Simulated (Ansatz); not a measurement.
Basis-set extrapolation for C₃H₆FNSi, SMILES `F[SiH2]C1C=NC1` (PBE0-D4/def2-TZVP geometry, frozen core, Ansatz). Multiplicity 1, RHF reference.

|  | def2-TZVPP | def2-QZVPP |
| --- | --- | --- |
| HF | -560.047002 | -560.068750 |
| MP2 correlation | -1.055977 | -1.134159 |
| CCSD(T) correlation | -1.137992 | not run |

Energies in hartree. Use E(X) = E(∞) + A·exp(−7.88·√X) for Hartree–Fock and E(X) = E(∞) + B·X^(−2.97) for correlation, with X = 3 and 4, and add CCSD(T) minus MP2 of the smaller set to the MP2 limit.

**Question.** What is the CCSD(T) energy at the basis-set limit?

**Answer.** HF limit: -560.068750 + (-0.021748) × 0.13774 = -560.07175. MP2 limit: -1.134159 + (-0.078182) × 0.74074 = -1.19207. Higher-order term: -1.137992 − (-1.055977) = -0.08201. Total: -561.34583 hartree, 4.38 eV below CCSD(T)/def2-TZVPP.
